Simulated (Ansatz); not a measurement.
Computed with Ansatz.

A structure relaxed at PBE0-D4/def2-TZVP, charge 0, multiplicity 1:

```xyz
18

F    -1.364   -0.855    1.529
C    -0.212   -1.192    0.810
C    -0.549   -1.189   -0.666
C    -0.859    0.213   -1.175
C     0.270    1.181   -0.850
C     0.563    1.196    0.645
C     0.878   -0.201    1.160
H     0.064   -2.200    1.139
H     0.312   -1.600   -1.205
H    -1.389   -1.866   -0.842
H    -1.785    0.566   -0.707
H    -1.043    0.184   -2.252
H     1.175    0.880   -1.394
H     0.018    2.187   -1.196
H    -0.309    1.587    1.181
H     1.395    1.870    0.867
H     1.023   -0.198    2.244
H     1.812   -0.563    0.714
```

**Question.** Give its formula and SMILES.

**Answer.** C6H11F, `FC1CCCCC1`.

**Question.** Point group (tolerance 0.08 Å, 0.16 Å for H)?

**Answer.** Cs.

**Question.** Summarise the bond lengths by kind.

**Answer.** 1 × C–F 1.399 Å; 6 × C–C 1.514 to 1.523 Å; 11 × C–H 1.093 to 1.098 Å.
